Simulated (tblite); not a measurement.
C₇H₁₄P (charge +1).
Z-matrix (Å and degrees, GFN2-xTB geometry), rows numbered from 1:
```
C 
C   1  1.3194
C   2  1.5071  1  123.57
C   3  1.5495  2  112.72  1  -120.87
C   4  1.5268  3  108.53  2   -82.69
C   5  1.5408  4  107.80  3   -50.16
C   6  1.5254  5  114.69  4   161.69
P   6  1.8320  5  102.05  4    38.92
H   1  1.0773  2  122.19  3    -1.48
H   1  1.0758  2  121.50  3   177.80
H   2  1.0826  1  120.63  3  -177.34
H   3  1.0941  2  109.68  1     3.96
H   4  1.0895  3  109.61  2    39.13
H   4  1.0916  3  109.60  2   157.43
H   5  1.0913  4  110.29  3    69.85
H   5  1.0889  4  110.93  3  -171.00
H   6  1.0978  5  109.40  4   -74.24
H   7  1.0873  6  109.68  5    61.78
H   7  1.0887  6  110.97  5   -57.57
H   7  1.0881  6  111.33  5  -178.77
H   8  1.3766  3  115.35  2  -128.37
H   8  1.3759  3  111.40  2    -7.96
```

Calculated harmonic vibrations of the isolated species, GFN2-xTB (tblite), most abundant isotopes, no scaling. Errors from tens to a few hundred cm⁻¹ against measured bands are possible. Modes of hydrogen on phosphorus can be 10 to 20 % off. One conformer, not necessarily the lowest.

Harmonic wavenumbers (cm⁻¹): 38.8, 63.0, 180.1, 211.3, 229.4, 250.5, 296.5, 335.9, 357.9, 453.6, 531.4, 549.2, 631.0, 650.1, 699.4, 742.0, 790.4, 845.5, 881.9, 916.6, 937.6, 956.6, 968.7, 1008.6, 1013.1, 1019.9, 1046.0, 1062.7, 1104.1, 1113.0, 1124.9, 1162.0, 1200.1, 1208.5, 1228.1, 1242.0, 1286.4, 1300.8, 1317.6, 1395.1, 1413.3, 1465.5, 1472.0, 1474.9, 1480.9, 1698.1, 2400.6, 2442.6, 2895.9, 2939.0, 2984.8, 2995.4, 3020.4, 3027.0, 3030.1, 3038.6, 3050.1, 3056.0, 3111.4, 3146.1.

A = 3025, B = 1131, C = 1001 MHz; mass 129.083 u (most abundant isotopes); point group C1, symmetry number 1.

Q: What is the zero-point energy?

A: ½Σν̃ = 41246 cm⁻¹ = 117.93 kcal/mol.

Q: Entropy at 500 K, 1 bar (ideal gas, RRHO, classical rotation)?

A: Translation 43.07, rotation 30.47, vibration 48.52: S = 122.1 cal/(mol K).

Q: And Cp and H(500 K) − H(0)?

A: Cp = 62.03 cal/(mol K), of which vibrations give 54.08 (their classical limit is 60 R = 119.2); H(500 K) − H(0) = 17.02 kcal/mol without the zero-point energy, 13.04 from vibrations.

Q: What must be added to the electronic energy to get the Gibbs energy at 500 K and 1 bar?

A: ZPE + [H(500 K) − H(0)] − T·S = 117.93 + 17.02 − 61.03 = 73.92 kcal/mol.

Q: Which modes carry the vibrational entropy at 500 K?

A: 38.8 cm⁻¹: 6.34; 63.0 cm⁻¹: 5.38; 180.1 cm⁻¹: 3.32; 211.3 cm⁻¹: 3.01; 229.4 cm⁻¹: 2.85; 250.5 cm⁻¹: 2.68 cal/(mol K); the other 54 give 24.94 together.

Q: How do the functions run with temperature in this model?

A: 
| T (K) | S (cal/(mol K)) | Cp (cal/(mol K)) | H − H(0) (kcal/mol) | G − H(0) (kcal/mol) | ln q(vib) |
| --- | --- | --- | --- | --- | --- |
| 100 | 68.1 | 17.0 | 1.21 | -5.60 | 1.59 |
| 200 | 83.0 | 27.4 | 3.42 | -13.18 | 3.81 |
| 300 | 96.4 | 39.5 | 6.76 | -22.15 | 6.19 |
| 800 | 156.4 | 83.9 | 39.19 | -85.93 | 19.17 |
| 1000 | 176.2 | 93.4 | 56.97 | -119.23 | 24.22 |

q(vib) and H(0) count from the zero-point level.

Hindered rotation and anharmonicity are outside this model. Other conformers, if any are populated, would add a mixing term that is left out. The structure is chiral; the term R ln 2 for an equal mix with its mirror image is left out.

Time: 0.92 s. Hardware: an Arm Neoverse V1 with one thread, shared host with 32 logical CPUs at a one-minute load of 13. The figure is for the frequency step alone.
